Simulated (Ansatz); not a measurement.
Relaxation of CH5AlFN (9 atoms, charge 0, multiplicity 1), to a largest force component of 0.03 eV/Å in at most 50 steps.

Theory: RKS B3LYP-D4/def2-SVP (Ansatz 0.2.0).

```xyz
9
Properties=species:S:1:pos:R:3
Al -0.040 -0.420 -0.106
F 0.215 -2.105 -0.421
N -1.781 -0.461 -0.292
H -1.892 -1.453 -0.508
C 1.325 0.886 0.328
H -2.635 0.075 -0.272
H 2.335 0.443 0.326
H 1.325 1.727 -0.384
H 1.148 1.309 1.329
```

Task: Where does it end, and by what steps?

Result: It converged. After 7 steps the energy has fallen by 0.398 eV; H6 moved furthest, 0.49 Å.

| step | energy less start (eV) | largest force component (eV/Å) | accepted |
| --- | --- | --- | --- |
| 0 | 0.0000 | 1.363 | yes |
| 1 | -0.1844 | 1.052 | yes |
| 2 | -0.3206 | 1.133 | yes |
| 3 | -0.3858 | 0.517 | yes |
| 4 | -0.3946 | 0.496 | yes |
| 5 | -0.3973 | 0.057 | yes |
| 6 | -0.3975 | 0.080 | yes |
| 7 | -0.3976 | 0.020 | yes |

```xyz
9
Properties=species:S:1:pos:R:3
Al 0.043 -0.655 -0.129
F 0.669 -2.188 -0.365
N -1.710 -0.507 -0.303
H -2.336 -1.275 -0.529
C 1.215 0.835 0.310
H -2.241 0.351 -0.194
H 2.276 0.537 0.301
H 1.093 1.666 -0.405
H 0.990 1.236 1.314
```

The run took 9.8 s on 2 threads of Intel(R) Xeon(R) 6975P-C (Granite Rapids), on a shared host, peak memory 0.18 GiB.
